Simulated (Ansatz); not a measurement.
`CC=C1CCCC1`, relaxed with RKS PBE-D4/def2-SVP in the Gaussian-basis code of Ansatz from a rough embedded geometry. The force threshold is 0.03 eV/Å; the program also tests the step.

The species carries charge 0 and has multiplicity 1.

Start:

```xyz
19

C     2.363    1.085   -0.850
C     0.935    0.823   -1.221
C     0.073    0.199   -0.431
C     0.379   -0.324    0.947
C    -0.842   -1.167    1.318
C    -1.989   -0.476    0.584
C    -1.367   -0.093   -0.760
H     2.422    1.641    0.085
H     2.868    1.654   -1.625
H     2.902    0.147   -0.706
H     0.613    1.169   -2.193
H     0.492    0.515    1.639
H     1.307   -0.896    0.971
H    -0.721   -2.181    0.935
H    -1.003   -1.223    2.393
H    -2.865   -1.115    0.476
H    -2.285    0.425    1.125
H    -1.420   -0.938   -1.454
H    -1.863    0.755   -1.231
```

```csv
step,energy (eV),largest force (eV/Å),largest move (Å)
1,-7439.1631,0.941,0.000
2,-7439.2849,0.254,0.047
3,-7439.2970,0.059,0.029
4,-7439.2975,0.028,0.012
5,-7439.2983,0.074,0.036
6,-7439.2989,0.098,0.050
7,-7439.2993,0.073,0.060
8,-7439.3000,0.062,0.032
9,-7439.3010,0.077,0.048
10,-7439.3016,0.168,0.088
11,-7439.3034,0.132,0.032
12 (rejected),-7439.2945,0.757,0.200
13,-7439.3083,0.050,0.100
14,-7439.3115,0.100,0.099
15 (rejected),-7439.3114,0.295,0.143
16,-7439.3154,0.047,0.071
17,-7439.3183,0.084,0.075
18,-7439.3192,0.180,0.110
19 (rejected),-7439.3174,0.345,0.104
20,-7439.3250,0.077,0.052
21,-7439.3278,0.014,0.084
22 (rejected),-7439.3274,0.187,0.126
23,-7439.3291,0.029,0.062
24,-7439.3295,0.069,0.062
25,-7439.3298,0.045,0.012
26,-7439.3300,0.036,0.017
27,-7439.3301,0.003,0.010
```

End:

```xyz
19

C     2.407    1.101   -0.901
C     0.984    0.765   -1.236
C     0.103    0.142   -0.427
C     0.357   -0.326    1.003
C    -0.920   -1.096    1.400
C    -2.025   -0.423    0.569
C    -1.338   -0.188   -0.789
H     2.687    0.788    0.124
H     2.596    2.194   -0.983
H     3.117    0.615   -1.607
H     0.637    1.064   -2.242
H     0.496    0.557    1.668
H     1.279   -0.936    1.103
H    -0.827   -2.162    1.096
H    -1.116   -1.086    2.491
H    -2.953   -1.024    0.497
H    -2.298    0.553    1.027
H    -1.367   -1.131   -1.383
H    -1.819    0.594   -1.410
```

Hardware: 2 threads of an AMD EPYC 7R13 on a shared host. Wall time 86 s, peak host memory 0.23 GiB.
